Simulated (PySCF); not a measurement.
## How methods differ on the excitation energy of Al

Al [Ne] 3s2 3p1 (2P) → Al [Ne] 3s2 4s1 (2S), as a difference of total energies. Computed with PySCF 2.14 in aug-cc-pCVTZ-DK with one added diffuse shell each of s, p, d, f type (9s8p6d4f, 91 functions), with the spin-free X2C one-electron Hamiltonian (Gaussian nucleus). Correlated levels: valence and next inner shell: 1s2 frozen. The calculations carry no spin-orbit coupling.

```
                                method  excitation energy (cm⁻¹)  error (cm⁻¹)
                                   UHF                     23762         -1511
    MP2 (valence and next inner shell)                     24265         -1008
SCS-MP2 (valence and next inner shell)                     24338          -935
   CCSD (valence and next inner shell)                     24974          -299
CCSD(T) (valence and next inner shell)                     25006          -267
```

Reference: 25273 cm⁻¹ (measured; NIST levels, between the centres of gravity of the two terms).

Errors of the correlated levels include the incompleteness of this basis and the frozen core.
